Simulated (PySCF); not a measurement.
A made-up structure of BH₃Te, singlet:

```
5
angstrom
B -0.3131 -0.6010 0.4457
Te 1.4587 0.6793 -0.4176
H -1.5735 -0.3161 0.1245
H 0.0255 -1.6043 1.2570
H 0.4023 1.8421 -1.4096
```

It is relaxed with PBE-D4/def2-SVP and then PBE0-D4/def2-TZVP (PySCF 2.14 with density fitting (its default auxiliary sets; JK sets also for MP2 and CCSD(T))). Atoms count as bonded within 1.22 times the sum of their covalent radii (H–H: 0.88 Å). The end point is not checked to be a true minimum.

(1) Does its bonding change? (A judgement: the text doesn't fix the answer.)

Answers

(1) Computed: No: no bond forms or breaks.

Where it ends: The first stage lowers the energy by 0.77 eV in 8 steps. It ends as BH₃Te ([BH2][TeH]):
| atom | x (Å) | y (Å) | z (Å) |
| --- | --- | --- | --- |
| B1 | -0.2818 | -0.5364 | 0.3982 |
| Te2 | 1.2989 | 0.6149 | -0.3631 |
| H3 | -1.4073 | -0.2861 | 0.1071 |
| H4 | 0.0213 | -1.4327 | 1.1220 |
| H5 | 0.3558 | 1.6512 | -1.2508 |

Labels in which every atom is bracketed show which atoms are joined, not bond orders.

For scale, one of the runs: PBE0-D4/def2-TZVP relaxation, 99 basis functions, launched by `OMP_NUM_THREADS=2 python run.py`. Time: 16 s of wall clock on 2 CPU threads of an AMD EPYC 7B13; the host was shared. Peak host memory: 0.97 GiB.
